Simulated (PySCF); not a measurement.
Compound: C6H11NO (charge +1 and doublet state).
Z-matrix (Å and degrees, GFN2-xTB geometry), rows numbered from 1:
```
C 
C   1  1.3287
C   2  1.4815  1  120.76
O   3  1.2074  2  122.96  1   -15.71
N   3  1.3923  2  117.13  1   166.26
C   5  1.4207  3  123.79  2   -12.59
C   5  1.4253  3  114.64  2   157.56
C   7  1.5388  5  114.22  3   -76.29
H   1  1.0789  2  121.22  3  -177.37
H   1  1.0790  2  122.06  3     1.19
H   2  1.0798  1  122.09  3  -177.61
H   6  1.1001  5  111.39  3    77.92
H   6  1.0904  5  111.32  3   -43.41
H   6  1.0908  5  109.60  3  -164.69
H   7  1.1052  5  105.51  3    39.23
H   7  1.0903  5  109.87  3   159.98
H   8  1.0855  7  109.29  5   177.32
H   8  1.0889  7  109.30  5   -63.80
H   8  1.0866  7  111.10  5    57.60
```

The hyperfine couplings belong to this conformer and change with its torsions.

Identity: `[CH2+][CH]C(=O)N(C)CC` [radical] (charge +1).

Method used: UKS B3LYP, pcH-1 on C H N O, non-relativistic, mean-field spin-orbit, GIAO (PySCF). Geometry: GFN2-xTB, one conformer, isolated ion. A GFN2-xTB geometry isn't a minimum of the functional, and hyperfine couplings can be far from their values at a DFT geometry, by a factor of two or more for some ions and for spin on atoms past the first row. The frame is twisted about the C3–N5 bond at this geometry (dihedral C2–C3–N5–C6 = -13°); couplings at other torsion angles weren't computed. The SCF solution wasn't tested for stability.

Largest spin populations (Mulliken): N5 (+0.65), O4 (+0.23), C3 (-0.10) and C8 (+0.09). The angles at N5 add up to 359.3°, so it is planar.

**Question.** List the C–H protons on four-coordinate carbons next to a three-coordinate spin centre, with their couplings and θ (C–H bond against the normal to the plane of the centre's neighbours, projected along the bond that joins the two).

**Answer.** 
```json
{"β H": "H12", "on": "C6", "centre": "N5", "θ (°)": "7", "cos²θ": "0.99", "a (G)": "+65.12"}
{"β H": "H13", "on": "C6", "centre": "N5", "θ (°)": "52", "cos²θ": "0.38", "a (G)": "+20.03"}
{"β H": "H14", "on": "C6", "centre": "N5", "θ (°)": "69", "cos²θ": "0.13", "a (G)": "+11.19"}
{"β H": "H15", "on": "C7", "centre": "N5", "θ (°)": "55", "cos²θ": "0.32", "a (G)": "+37.60"}
{"β H": "H16", "on": "C7", "centre": "N5", "θ (°)": "65", "cos²θ": "0.17", "a (G)": "+7.53"}
```

Fitting the Heller–McConnell form a = ρ(B0 + B2 cos²θ), with Mulliken ρ = 0.65, gives B0 = 4.5 G and B2 = 98.8 G, with a largest miss of 14.0 G.

**Question.** What would the freely rotating methyl group on C6 show?

**Answer.** Three equal couplings, a 1:3:3:1 quartet. The mean of the three values of this geometry estimates the splitting: 32.1 G, or 90.1 MHz (three bonds 120° apart have a mean cos²θ of 1/2 at any torsion).

Couplings in gauss use g_iso = 2.0056.

The SMILES draws the unpaired electron on C2; the largest computed Mulliken spin population is on N5 (0.65 against 0.04).
